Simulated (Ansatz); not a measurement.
Z-matrix (Å, degrees):
```
Si
H 1 1.4940
C 1 1.8739 2 107.42
H 3 1.0908 1 111.03 2 -179.76
H 3 1.0936 4 108.81 1 121.45
H 3 1.0936 4 108.79 5 117.15
Si 1 2.2907 2 119.94 3 147.94
H 7 1.4896 1 148.35 2 -72.27
Si 7 2.1085 8 149.05 1 -179.36
H 9 1.4896 7 149.07 8 0.12
```
Charge 0, spin multiplicity 1.

All values below come from Ansatz (a program for electronic structure) with frozen-core CCSD(T)/cc-pVTZ // PBE0-D3(BJ)/def2-TZVP. The restricted HF reference is unstable towards unrestricted orbitals.

```json
{
  "HF energy": "-908.11765 Ha",
  "MP2 correlation energy": "-0.53469 Ha"
}
```

Estimate the CCSD correlation energy, the (T) correction, the total energy and the T1 diagnostic.


```
Item                            Result
-----------------------  -------------
CCSD correlation energy    -0.58573 Ha
(T) correction             -0.03060 Ha
CCSD(T) total energy     -908.73398 Ha
T1 diagnostic                    0.014
```
